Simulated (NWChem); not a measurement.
## CH₃Be (+1) in NWChem

SMILES: [Be+][CH3]
```xyz
5

Be     0.7087    -1.0058     0.0000
C     -0.2423     0.3438     0.0000
H     -0.8848     0.3545     0.8992
H     -0.8848     0.3545    -0.8992
H      0.3883     1.2515     0.0000
```
Charge +1, spin multiplicity 1.

Program: NWChem. Structure: optimised with PBE0/def2-SVP, a minimum by its harmonic frequencies.

Symmetry labels belong to the abelian group Cs used in the runs, with the axes of the coordinates shown; states degenerate in a higher group split over its labels.

The spin multiplicity of the parent species was assumed, not shown to be that of its ground state. The structure started from a generated list of species.

Problem. List the lowest 6 singlet excitations that TD-PBE/def2-SVPD gives, with oscillator strengths.

Solution. 
| state | symmetry | energy (eV) | wavelength (nm) | f |
|---|---|---|---|---|
| 1 | a' | 4.15 | 299 | 0.124 |
| 2 | a" | 4.77 | 260 | 0.009 |
| 3 | a' | 4.77 | 260 | 0.009 |
| 4 | a" | 6.61 | 188 | 0.124 |
| 5 | a' | 6.61 | 188 | 0.124 |
| 6 | a" | 7.36 | 168 | 0.000 |
